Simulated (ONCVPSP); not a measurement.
## How hard is this iron ONCV potential?

- Element: iron (Fe)
- Generator: ONCVPSP 4.0.1
- Type: optimised norm-conserving Vanderbilt (ONCV)
- Functional: PBEsol
- Relativity: scalar-relativistic
- Frozen core: [Ar]
- Valence charge: 8
- Reference configuration: 3d6 4s1.5 4p0.5
- Partial waves: 4s: rc 2.35 bohr, ncon 4, nbas 8, qcut 2.4 1/bohr, 2 projectors, debl 1.8 Ha; 4p: rc 2.45 bohr, ncon 3, nbas 7, qcut 3.6 1/bohr, 3 projectors, debl 3.2 Ha; 3d: rc 1.55 bohr, ncon 3, nbas 8, qcut 12 1/bohr, 2 projectors, debl 0.6 Ha
- Local potential: polynomial inside 1.45 bohr (lpopt 3, dvloc0 4 Ha)
- Core correction: none

**Question.** For each optimised wave give the share of its norm inside rc, the residual kinetic energy above qcut (Ha) and the cutoffs (Ha) for errors of 10, 1, 0.1 and 0.01 mHa per electron.

**Answer.**

| wave | norm inside rc | residual KE | 10 mHa | 1 mHa | 0.1 mHa | 0.01 mHa |
| --- | --- | --- | --- | --- | --- | --- |
| 4s | 0.342 | 4.1e-03 | 2.1 | 7.7 | 28.2 | 33.4 |
| s projector 2 | 0.137 | 1.1e-01 | 5.1 | 17.8 | 34.9 | 40.6 |
| 4p | 0.146 | 5.8e-06 | 0.7 | 2.3 | 4.8 | 6.2 |
| p projector 2 | 0.136 | 1.3e-02 | 6.7 | 12.7 | 34.2 | 51.5 |
| p projector 3 | 0.131 | 1.5e-01 | 14.0 | 24.4 | 40.5 | 49.8 |
| 3d | 0.797 | 6.0e-08 | 39.6 | 47.7 | 54.7 | 60.3 |
| d projector 2 | 0.060 | 3.4e-09 | 31.8 | 42.0 | 50.3 | 56.7 |

The occupied waves need 48 Ha and 55 Ha for 1 and 0.1 mHa. Note: no bound ghost flagged; GHOST(+) flagged for s at 101.0 eV.
